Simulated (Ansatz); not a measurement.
Molecule: sum formula SnOH, charge 0, multiplicity 2. It need not be the lowest isomer of its formula. 
Coordinates optimised at B3LYP-D3(BJ)/def2-TZVP (Ansatz, a quantum-chemistry and plane-wave program):
```xyz
3

Sn    -0.2263    -0.1071    -0.1872
O      1.2538     0.4902     1.0194
H      1.2854     1.4353     1.2049
```
Charge 0, spin multiplicity 2.

Basis-set convergence of Hartree-Fock and CCSD correlation energies (hartree) with Ansatz. Correlated levels leave the core frozen unless marked. UHF or UKS for open shells. Spin-orbit coupling is left out. The frozen core is the preceding noble-gas configuration, with the filled d and f shells of earlier blocks. In def2 rows, elements after Kr have scalar-relativistic effective core potentials.

```csv
basis,functions,E(HF),"E(corr, CCSD)"
def2-SVP,45,-288.73260,-0.25866
def2-TZVPP,95,-288.84269,-0.32210
def2-QZVPP,169,-288.84853,-0.34400
```

Extrapolating the two largest sets (X = 3 and 4) as X^-3: E(corr) = (64·(-0.34400) - 27·(-0.32210))/37 = -0.3600 Eh, an estimate of the basis-set limit. The largest set recovers 95.6 % of it, the smallest 71.9 %.
